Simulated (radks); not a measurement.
Species: Ne VI. Configuration: [He] 2s2 2p1. All-electron calculation, non-relativistic Kohn-Sham, BLYP, spin-unpolarised, spherical densities, point nucleus. Program: a radial shooting solver on a logarithmic mesh with Libxc functionals.

Normalised radial functions P(r) = r R(r), r in bohr:

```
   r/bohr * 1s, o 2s, + 2p (the largest magnitude, 2.26, reaches the edge; | marks zero, & curves that meet)
 0.009067                             + o   *
  0.01219                             + o     *
  0.01639                             +  o      *
  0.02204                             +   o        *
  0.02963                             +    o          *
  0.03983                             |+    o            *
  0.05355                             |+    o                *
    0.072                             | +    o                  *
   0.0968                             |  +   o                   *
   0.1301                             |   + o                   *
    0.175                             |  o   +               *
   0.2352                            o|        +       *
   0.3163                      o      |          *+
   0.4252                 o           |    *        +
   0.5717              o              | *           +
   0.7686               o             *           +
    1.033                    o        *       +
    1.389                        o    *   +
    1.868                            o*+
    2.511                             &
```

1s: eigenvalue -994.78 eV, 0 radial nodes, <r> = 0.158 bohr, 90 % of the charge inside 0.282 bohr. 2s: eigenvalue -160.51 eV, 1 radial node at r = 0.215 bohr, <r> = 0.736 bohr, 90 % of the charge inside 1.14 bohr. 2p: eigenvalue -140.63 eV, 0 radial nodes, <r> = 0.667 bohr, 90 % of the charge inside 1.09 bohr.
